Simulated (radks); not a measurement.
The numbers below are computed, except where a source is named.
Spherical quantum dot in the effective-mass picture: electrons in a hard-walled sphere of radius 9.68, with a point charge +1 (a donor) at the centre, all in effective atomic units (hartree* = m*/eps^2 hartree, bohr* = eps/m* bohr), one dielectric constant everywhere. Level of theory: non-relativistic Kohn-Sham, PBE, spin-polarised, spherical densities (a radial shooting solver with Libxc functionals). Levels are named by radial order and angular momentum (1s, 1p, 1d, 2s, ...), and open shells are averaged over m. Each electron was tried in the lowest free levels, single moves between levels near the top were tried too, and the lowest total energy was kept; such a search can miss a lower state. The series stops at N = 7: beyond it a trial failed or the search could not be trusted, so later rows were left out. At N = 1 the Hartree and exchange-correlation terms need not cancel, so that row can carry a self-interaction error.

N                        open shells  2S  E (hartree*)  mu = E(N) - E(N-1) (hartree*)  addition energy mu(N+1) - mu(N) (hartree*)  e(HOMO) (hartree*)  rms radius (bohr*)
1                   1s(up 1, down 0)   1     -0.499984                       -0.49998                                      0.4782            -0.27905               1.798
2                               none   0     -0.521789                      -0.021805                                      0.2669            0.078128               2.928
3                   1p(up 1, down 0)   1     -0.276689                        0.24510                                      0.1100             0.29633               4.534
4                   1p(up 2, down 0)   2     0.0784285                        0.35512                                      0.1201             0.41480               5.231
5                   1p(up 3, down 0)   3      0.553669                        0.47524                                      0.1395             0.53584               5.663
6  1p(up 3, down 0) 2s(up 1, down 0)   4       1.16840                        0.61473                                      0.1422             0.66618               5.914
7  1p(up 3, down 1) 2s(up 1, down 0)   3       1.92535                        0.75696                                           -             0.81136               6.169

All shells are closed at N = 2 (there: 1s2); the second difference of the energy has clear peaks (12 % above both neighbours; the first and last values, which can be the largest, are not judged, and half-filled shells can peak too) at N = none.
